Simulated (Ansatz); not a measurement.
C2H5Al2N, SMILES `N[C]1=[C]([AlH2])[AlH]1`. The species carries charge 0 and has multiplicity 1.

Z-matrix (Å, degrees):
```
N
C 1 1.335
H 1 1.010 2 121.2
H 1 1.003 2 121.0 3 179.6
C 2 1.402 1 129.3 3 0.2
Al 2 1.870 1 163.4 3 179.9
Al 5 1.910 2 135.0 1 -0.5
H 6 1.572 2 153.6 1 0.4
H 7 1.589 5 120.3 2 179.4
H 7 1.600 5 121.8 2 -0.7
```

**Question.** List the harmonic frequencies (cm⁻¹, unscaled) at PBE0-D4/def2-TZVP in Ansatz. (Estimate.)

**Answer.** Ansatz gave: 62, 99, 165, 290, 296, 369, 448, 452, 474, 535, 598, 648, 650, 795, 856, 1111, 1303, 1507, 1639, 1862, 1910, 1978, 3558, 3720.

**Question.** Is this a minimum?

**Answer.** Yes, all 24 modes are real.

**Question.** Give the ideal-gas thermochemistry at 298.15 K and 1 bar (rigid rotor, harmonic oscillator; point group Cs, symmetry number 1).

**Answer.** Zero-point energy 151.5 kJ/mol; H(298) − E = 174.4 kJ/mol; entropy 360.2 J/(mol·K), of which translation 165.9, rotation 115.0, vibration 79.3; G(298) − E = 67.0 kJ/mol. Modes under 100 cm⁻¹ are hindered rotations or soft bends, so the harmonic entropy is rough.

**Question.** And at 400, 500, 600, 800 and 1000 K?

**Answer.** 
| T (K) | H − E (kJ/mol) | S (J/mol/K) | G − E (kJ/mol) |
| --- | --- | --- | --- |
| 400 | 187.6 | 398.1 | 28.4 |
| 500 | 202.2 | 430.6 | -13.1 |
| 600 | 218.1 | 459.6 | -57.7 |
| 800 | 252.8 | 509.4 | -154.7 |
| 1000 | 290.3 | 551.1 | -260.9 |

**Question.** Rotational constants (cm⁻¹)?

**Answer.** 0.1444, 0.076, 0.04979.
